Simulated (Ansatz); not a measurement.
Ideal-gas functions of ClCu, SMILES `[Cl][Cu]` at 600 K and 1 bar, from an Ansatz frequency run at PBE0-D4/def2-TZVP.

Molar mass 99.0 g/mol, point group C∞v (symmetry number 1), electronic degeneracy 1, moments of inertia 98.074 u Å². Harmonic wavenumbers (cm⁻¹, unscaled): 396.

Use S(trans) = R[1.5 ln M + 2.5 ln T − 1.1517]; rotational temperatures θ = 24.2544 K / I; S(rot) = R[ln(T/σθ) + 1]; for each mode x = 1.438777 ν̃/T, S = R[x/(eˣ − 1) − ln(1 − e⁻ˣ)] and H = RT x/(eˣ − 1); 1 cm⁻¹ = 0.0119627 kJ/mol; R = 8.31446 J/(mol·K).

Q: By hand: the entropy, in J/(mol·K).

A: Translation 180.7. Rotation: θ = 0.2473 K, giving 73.1. Vibration, mode by mode: 9.05, in all 9.1. Electronic 0.0. Sum 262.9 J/(mol·K).

Q: By hand: H − E and G − E in kJ/mol, counted from the electronic energy.

A: Zero-point energy ½ × 396 × 0.0119627 = 2.4; thermal vibration 3.0; translation, rotation and pV give 3.5 RT = 17.5. H − E = 22.9 kJ/mol, and G − E = 22.9 − 600 × 262.9/1000 = -134.8 kJ/mol.

Vibration gives 3 % of the entropy.
